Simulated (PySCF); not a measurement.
Levels of Te⁴¹⁺ from EOM-EA-GCCSD

Reference: closed-shell Te⁴²⁺, [Ne]; one electron is added. Calculated with PySCF 2.14, two-component X2C-1e with screened spin-orbit coupling, an uncontracted even-tempered set (17 s from 5 bohr⁻², ratio 2.6; 13 p from 6.5 bohr⁻², ratio 2.6; 6 d from 6.7 bohr⁻², ratio 2.8; 3 f from 150 bohr⁻², ratio 2.8); frozen 1s2; the 48 highest virtual spinors dropped; of the others 44 kept and the rest restored at second order. No Breit or QED terms. Binding energies in eV.

```csv
level,Koopmans,second order,EOM-CCSD
3s1/2,3041.1,3041.9,3041.9
3p1/2,2946.4,2947.3,2947.4
3p3/2,2873.1,2874.0,2874.0
3d3/2,2751.1,2751.8,2751.8
3d5/2,2735.0,2735.6,2735.6
```

Electric-dipole lines between these computed levels:

```json
{"lower": "3s1/2", "upper": "3p1/2", "ΔE (eV)": "94.558", "vacuum wavelength (nm)": "13.11"}
{"lower": "3s1/2", "upper": "3p3/2", "ΔE (eV)": "167.91", "vacuum wavelength (nm)": "7.384"}
{"lower": "3p1/2", "upper": "3d3/2", "ΔE (eV)": "195.55", "vacuum wavelength (nm)": "6.340"}
{"lower": "3p3/2", "upper": "3d3/2", "ΔE (eV)": "122.20", "vacuum wavelength (nm)": "10.15"}
{"lower": "3p3/2", "upper": "3d5/2", "ΔE (eV)": "138.35", "vacuum wavelength (nm)": "8.961"}
```

For comparison, the ionisation energy of Te⁴¹⁺ is 3041 ± 0.5 eV (semi-empirical (NIST evaluation); NIST Atomic Spectra Database, ionization energies).

Only part of the computed levels is shown.
